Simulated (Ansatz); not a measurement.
A run for Ansatz (an electronic-structure program): R-RI-MP2/def2-QZVPPD on Br2ClH (a complex), monomers drawn apart or pushed together. Files ending in .json are basis or fitting sets from the Basis Set Exchange. The run froze 33 orbitals, filled d shells among them.

Ansatz 0.2 input:
```yaml
crystal:
  periodic: [false, false, false]
  atoms:
    - {symbol: Cl, position_ang: [-0.08714203, -0.25780912, 0.07877277]}
    - {symbol: H, position_ang: [0.95875619, 0.48574338, 0.07410081]}
    - {symbol: Br, position_ang: [0.00187435, 0.12335332, 5.30026523]}
    - {symbol: Br, position_ang: [-0.11046599, -0.09739067, 2.98653104]}
basis:
  gaussian:
    orbitals: def2-QZVPPD.json
    fitting: {mean_field: def2-universal-JKFIT, correlation: def2-QZVPPD-RIFIT.json}
magnetization: {spin_polarized: false}
correlation: {method: mp2, electrons: outside_noble_gas}
scf: {lower_state_search: off}
```

Program output:

```
WARN ansatz: RAYON_NUM_THREADS=2 ignored (pool sized by the plan → 2); use --threads N
Functional definition: HF
these checks for a lower state are left out or cut short: stability, starts, cluster_reference, orbital_swaps, neighbouring_geometries, increment
integrals: 0.48 GiB planned
678 factors; integrals over basis functions are off by at most 2.4e0 eV
mean field: 0.94 GiB planned
mean field evaluation 1: about -152519.7380 eV, gradient 1.6e1 eV
mean field evaluation 2: about -152520.3930 eV, gradient 7.7e0 eV
mean field evaluation 4: about -152520.5029 eV, gradient 6.3e-1 eV
mean field evaluation 8: about -152520.5053 eV, gradient 1.4e-6 eV
mean field -152520.50534488 eV, -5605.0251893128 hartree, gradient 1.4e-6 eV, S^2 0.000000; 0 other end points of the search recorded, 0 dependent functions left out
33 core orbitals not correlated
876 factors; their error is unknown
reference -152520.50534488 eV, -5605.0251893128 hartree; 11, 11 occupied and 264, 264 virtual orbitals, 876 factors
second order -16.09658354 eV of doubles, -0.00000000 eV of singles
Total energy: -152536.60192842 eV, -5605.6167278473 hartree
Checks for a lower state left out: stability, starts, cluster_reference, orbital_swaps, neighbouring_geometries, increment
```

The run converged.

Cost: around 8 core-seconds (rough).
